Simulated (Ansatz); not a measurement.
The same molecule with X = F, Cl, I. Ansatz, PBE0-D4/def2-TZVP geometries, multiplicity 1.

Elements past krypton have def2 core potentials.

```tsv
X	molecule	mean X–Si bond length / Å	HOMO–LUMO gap (PBE/def2-TZVPP) / eV	HOMO–LUMO gap (PBE0/def2-TZVPP) / eV	size of the dipole moment (ωB97M-V/def2-TZVPP) / D
F	`F[SiH]1CS1`	1.589	5.09	7.30	1.63
Cl	`Cl[SiH]1CS1`	2.037	4.83	6.97	1.52
```

Question: Give the row for X = I, `I[SiH]1CS1`. (Best estimate.)

Answer: Computed: 
| X | molecule | mean X–Si bond length / Å | HOMO–LUMO gap (PBE/def2-TZVPP) / eV | HOMO–LUMO gap (PBE0/def2-TZVPP) / eV | size of the dipole moment (ωB97M-V/def2-TZVPP) / D |
| --- | --- | --- | --- | --- | --- |
| I | `I[SiH]1CS1` | 2.418 | 4.15 | 6.18 | 1.41 |

From F to I the mean X–Si bond length rises at each step, by 0.829 Å in all; the HOMO–LUMO gap (PBE/def2-TZVPP) falls at each step, by 0.94 eV in all; the HOMO–LUMO gap (PBE0/def2-TZVPP) falls at each step, by 1.12 eV in all. Bonds lengthen as the atom grows down the group. Dipoles are sizes alone, and their direction can turn along the series.

Spin–orbit coupling is left out; it splits and shifts lone-pair levels of the heavy atoms by tenths of an eV.
